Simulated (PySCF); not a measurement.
States of one metal complex from SC-NEVPT2 in the d shell, PySCF, above the ground state:

```tsv
2S+1	degeneracy	energy / cm⁻¹	f (electric dipole)
3	3	0	–
1	3	7822	–
1	2	8002	–
1	1	18022	–
3	3	24198	0
3	3	28985	0
1	3	30918	–
1	3	32877	–
3	1	48520	0
1	2	54742	–
1	1	61111	–
```

Q: Which of these complexes, all computed at model or optimised geometries, gave the data?
A. [V(NH3)5]3+ (d2, square pyramidal)
B. [MoBr6]2- (d2, octahedral)
C. [TcO4]3- (d2, tetrahedral)
D. [NiCl5]3- (d8, square pyramidal)

A: B. [MoBr6]2- (d2, octahedral) has 3T1g, then 1T2g at 7822, 1Eg at 8002 cm⁻¹ (NEVPT2). The others: [TcO4]3- (d2, tetrahedral) has 3A2, then 1E at 7421, 1A1 at 13423 cm⁻¹ (NEVPT2); [V(NH3)5]3+ (d2, square pyramidal) has 3A'', then 3A' at 19, 3A'' at 244 cm⁻¹ (NEVPT2); [NiCl5]3- (d8, square pyramidal) has 3A1, then 3B2 at 2997, 3B1 at 3678 cm⁻¹ (NEVPT2).

The d shell alone is too small an active space for [MoBr6]2- (an active orbital has only 0.59 squared overlap with the free ion's shell): its levels, fitted parameters, g values and moments show what this model gives and aren't sound predictions.

The d shell alone is too small an active space for [TcO4]3- (an active orbital has only 0.55 squared overlap with the free ion's shell): its levels, fitted parameters, g values and moments show what this model gives and aren't sound predictions.

On [MoBr6]2-: No frequencies were computed for the optimised geometry. Charge-transfer states lie outside this active space and may come lower than some of these levels. The ground state is orbitally degenerate in this regular structure, which would distort (Jahn–Teller). NEVPT2 lifts 3T2g from 20859 to 24198 cm⁻¹; on the d shell alone it tends to overshoot states that fill the eg-type orbitals. NEVPT2 on the d shell alone tends to put d–d bands too high for such charged or covalently bound ions. The geometry optimisation stopped short of its thresholds.
